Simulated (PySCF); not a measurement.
Kr (krypton, neutral) across methods

[Ar] 3d10 4s1 4p6 5s1, high-spin 3S determinant (an excited configuration). Calculation: PySCF 2.14, in aug-cc-pVTZ-PP with one added diffuse shell each of s, d, f type with ECP10MDF (7s5p5d3f, 68 functions); a scalar-relativistic core potential.

```tsv
method	E (hartree)	mean ε 4p α (eV)	mean ε 4p β (eV)	mean ε 5s α (eV)	Σ⟨r²⟩ (bohr²)	⟨S²⟩
r2SCAN	-462.5184	-15.704	-14.430	-2.478	64.48	2.003
revPBE	-462.7406	-15.033	-14.020	-2.367	64.50	2.001
PBE0	-462.6181	-16.799	-15.221	-2.834	64.59	2.002
r2SCANh	-462.5118	-16.316	-14.839	-2.643	64.48	2.003
UHF	-461.19983	-21.302	-17.626	-3.755	68.94	2.010
PBE	-462.6734	-15.025	-14.030	-2.404	64.06	2.001
CAM-B3LYP	-462.6380	-18.110	-16.578	-3.491	64.05	2.002
HSE06	-462.6128	-16.338	-14.801	-2.531	64.33	2.001
```

**Question.** Estimate the same row for LDA.

**Answer.** E (hartree) = -462.0496; mean ε 4p α (eV) = -15.048; mean ε 4p β (eV) = -14.161; mean ε 5s α (eV) = -2.522; Σ⟨r²⟩ (bohr²) = 62.79; ⟨S²⟩ = 2.000.

Energies and moments cover only the electrons outside the core potential. The outer electron is Rydberg-like, and this basis confines it to a smaller radius and binds it less than a complete one would.
